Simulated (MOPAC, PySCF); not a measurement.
Bond stretch in HI, singlet.

- RHF/STO-3G = restricted Hartree-Fock/STO-3G in PySCF 2.14.0
- AM1, restricted, heats of formation (MOPAC)
- UKS-B3LYP/LANL2DZ = unrestricted B3LYP/LANL2DZ, with its core potentials past Ne (PySCF)
- UCCSD(T) = CCSD(T) on UHF/def2-TZVP, 4 core orbitals frozen, def2 effective core potentials past Kr (PySCF)

Energies relative to the lowest point of each curve near equilibrium, in kJ/mol; the last columns give the difference from UCCSD(T):

```
R / Å  RHF/STO-3G    AM1  UKS-B3LYP/LANL2DZ  UCCSD(T)  RHF/STO-3G − UCCSD(T)  AM1 − UCCSD(T)  UKS-B3LYP/LANL2DZ − UCCSD(T)
-----  ----------  -----  -----------------  --------  ---------------------  --------------  ----------------------------
1.28        201.7  131.6              193.7     182.1                   19.7           -50.4                          11.6
1.36        100.9   67.1              100.8      89.9                   11.0           -22.8                          10.8
1.47         24.8   16.1               29.9      22.9                    1.9            -6.8                           7.0
1.50         13.8    8.5               19.0      13.3                    0.5            -4.8                           5.7
1.57          0.7    0.0                3.6       1.4                   -0.7            -1.4                           2.2
1.61          0.0    0.2                0.1       0.0                    0.0             0.2                           0.1
1.66          4.8    5.0                0.0       2.5                    2.3             2.5                          -2.5
1.71         14.8   14.1                3.6       8.7                    6.1             5.4                          -5.1
1.75         26.0   24.2                8.8      15.8                   10.2             8.3                          -7.1
1.88         77.0   69.3               34.8      47.6                   29.4            21.7                         -12.7
1.98        126.7  112.5               61.0      76.9                   49.8            35.6                         -15.9
2.19        245.1  212.0              123.0     143.8                  101.3            68.2                         -20.8
2.42        378.1  316.7              190.3     210.6                  167.5           106.2                         -20.3
2.68        514.4  417.4              241.5     268.6                  245.8           148.8                         -27.1
2.91        615.2  488.4              266.9     296.6                  318.6           191.8                         -29.7
3.23        722.6  562.3              285.4     311.1                  411.6           251.2                         -25.7
3.51        789.5  608.0              293.3     314.9                  474.5           293.0                         -21.6
3.97        859.4  657.3              299.1     316.8                  542.5           340.5                         -17.8
4.33        891.8  682.0              300.7     317.2                  574.6           364.8                         -16.5
4.81        918.8  704.6              301.5     317.4                  601.3           387.2                         -15.9
5.70        947.0  731.1              301.7     317.5                  629.5           413.6                         -15.8
6.44        962.2  746.0              301.7     317.5                  644.7           428.5                         -15.8
```

RHF/STO-3G is furthest from UCCSD(T) at 6.44 (644.7 kJ/mol, above); its mean absolute difference over the points is 220.2 kJ/mol.

AM1 is furthest from UCCSD(T) at 6.44 (428.5 kJ/mol, above); its mean absolute difference over the points is 143.4 kJ/mol.

UKS-B3LYP/LANL2DZ is furthest from UCCSD(T) at 2.91 (-29.7 kJ/mol, below); its mean absolute difference over the points is 14.0 kJ/mol.

The restricted form behind RHF/STO-3G, AM1 keeps the bonding electrons paired and can't separate into open-shell fragments. The unrestricted determinant behind UKS-B3LYP/LANL2DZ is spin-contaminated at 2.42 to 6.44 Å (<S²> up to 1.0, against 0.00 for a pure singlet). The unrestricted determinant behind UCCSD(T) is spin-contaminated at 2.19 to 6.44 Å (<S²> up to 1.0, against 0.00 for a pure singlet).
